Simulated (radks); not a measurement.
Results of a calculation; reference values are marked as such.
All-electron atom: Pt in [Xe] 4f14 5d8 6s1 6p1 (not the ground configuration).

Level of theory: scalar-relativistic Kohn-Sham, exchange-only LDA, spin-polarised, spherical densities, point nucleus; open shells are filled with parallel spins first (spin-orbit coupling, left out, can overturn this in heavy ions) (a radial shooting solver on a logarithmic mesh with Libxc functionals).

Energy parts (hartree):
total: -18394.9526
kinetic: 20522.4344
electron-nucleus: -45727.0449
Hartree: 7145.2247
exchange: -335.5668

Orbitals (lengths in bohr, moments of r in powers of bohr; <r^-3> diverges for s and p1/2; r(max) is where P^2 peaks):
| orbital | occ. | eigenvalue (hartree) | <r^-3> | r(max) | <r> | <1/r> |
|---|---|---|---|---|---|---|
| 1s up | 1 | -2880.312 | - | 0.01062 | 0.01715 | 93.95 |
| 1s down | 1 | -2880.311 | - | 0.01062 | 0.01715 | 93.95 |
| 2s up | 1 | -506.1183 | - | 0.06125 | 0.07238 | 22.01 |
| 2s down | 1 | -506.1135 | - | 0.06125 | 0.07238 | 22.01 |
| 2p up | 3 | -438.7650 | 24220 | 0.05060 | 0.06525 | 19.66 |
| 2p down | 3 | -438.7608 | 24220 | 0.05060 | 0.06525 | 19.66 |
| 3s up | 1 | -118.9497 | - | 0.1727 | 0.1872 | 8.157 |
| 3s down | 1 | -118.9469 | - | 0.1727 | 0.1872 | 8.157 |
| 3p up | 3 | -99.34110 | 5512 | 0.1718 | 0.1883 | 7.461 |
| 3p down | 3 | -99.33823 | 5512 | 0.1718 | 0.1883 | 7.461 |
| 3d up | 5 | -78.05315 | 689.9 | 0.1398 | 0.1705 | 7.030 |
| 3d down | 5 | -78.04929 | 689.8 | 0.1398 | 0.1705 | 7.030 |
| 4s up | 1 | -25.62301 | - | 0.3899 | 0.4153 | 3.493 |
| 4s down | 1 | -25.61741 | - | 0.3899 | 0.4153 | 3.493 |
| 4p up | 3 | -19.19166 | 1320 | 0.4102 | 0.4423 | 3.157 |
| 4p down | 3 | -19.18586 | 1320 | 0.4102 | 0.4422 | 3.157 |
| 4d up | 5 | -11.38409 | 143.7 | 0.4182 | 0.4686 | 2.825 |
| 4d down | 5 | -11.37714 | 143.8 | 0.4182 | 0.4685 | 2.826 |
| 4f up | 7 | -2.70399 | 27.12 | 0.3844 | 0.5168 | 2.388 |
| 4f down | 7 | -2.69390 | 27.18 | 0.3844 | 0.5158 | 2.391 |
| 5s up | 1 | -3.88618 | - | 0.8684 | 0.9515 | 1.421 |
| 5s down | 1 | -3.84732 | - | 0.8671 | 0.9489 | 1.425 |
| 5p up | 3 | -2.19941 | 218.3 | 0.9770 | 1.102 | 1.203 |
| 5p down | 3 | -2.15047 | 221.0 | 0.9746 | 1.097 | 1.209 |
| 5d up | 5 | -0.34999 | 12.17 | 1.256 | 1.636 | 0.8094 |
| 5d down | 3 | -0.27898 | 12.68 | 1.245 | 1.608 | 0.8234 |
| 6s up | 1 | -0.29189 | - | 2.304 | 2.756 | 0.4611 |
| 6s down | 0 | -0.20060 | - | 2.286 | 2.776 | 0.4605 |
| 6p up | 1 | -0.07847 | 10.74 | 3.244 | 4.171 | 0.3036 |
| 6p down | 0 | -0.00207 | 6.077 | 3.460 | 6.818 | 0.2264 |
| 7s up | 0 | -0.01185 | - | 7.860 | 9.842 | 0.1293 |

The highest occupied level is 6p up at -2.135 eV. The configuration is held as typed, so some empty levels lie below it. Spin moment in Bohr magnetons: 4. The density falls to 0.001 e/bohr^3 at r = 4.72 bohr. Summed over all electrons, <r^2> = 74.19 bohr^2, which gives a Langevin (diamagnetic) susceptibility term of -58.8 x 10^-6 cm^3/mol.
